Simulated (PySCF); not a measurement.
## Multinuclear NMR of C$_{7}$H$_{6}$N$_{4}$Si

Atom-mapped SMILES (the numbers label the heavy atoms): `[N:1]#[C:2][c:3]1[cH:4][cH:5][cH:6][c:7]2[n:8][n:9]([SiH3:10])[n:11][c:12]12` (H(Xn): hydrogen on atom n).

[PySCF 2.14: σ from GIAO-PBE0/pcSseg-1; GFN2-xTB geometry; rapidly exchanging positions averaged; a single conformation; non-relativistic Hamiltonian; isolated molecule]

(1) Predict the ²⁹Si NMR data.

(2) What are the ¹⁵N shifts?

Results:

(1) 
| atoms | environment | σ (ppm) | δ (ppm) |
| --- | --- | --- | --- |
| Si10 | silicon bonded to N, 3 H | 388.0 | -38.9 |

Shieldings were converted by a linear fit to measured shifts: ²⁹Si: δ = 279.94 − 0.822σ (rms 8.9 ppm, 72 shifts, 25.8 ppm with the 6 outliers that the fit left out vs TMS, solution or neat liquid). Occasional misses reach two or three times the rms, and more in compound classes unlike the fitted ones.

On a 300 MHz spectrometer ²⁹Si resonates near 59.6 MHz, so 1 ppm is 59.6 Hz.

(2) 
| atoms | environment | σ (ppm) | δ (ppm) |
| --- | --- | --- | --- |
| N8 | pyridine-type nitrogen of an azole | -109.7 | -47.0 |
| N11 | pyridine-type nitrogen of an azole | -98.2 | -57.6 |
| N1 | nitrile nitrogen | -59.5 | -93.3 |
| N9 | pyrrole-type ring nitrogen | -24.8 | -125.2 |

Shieldings were converted by a linear fit to measured shifts: ¹⁵N: δ = -148.07 − 0.921σ (rms 6.3 ppm, 71 shifts vs CH3NO2, solution or neat liquid). Occasional misses reach two or three times the rms, and more in compound classes unlike the fitted ones.

On a 400 MHz spectrometer ¹⁵N resonates near 40.5 MHz, so 1 ppm is 40.5 Hz.
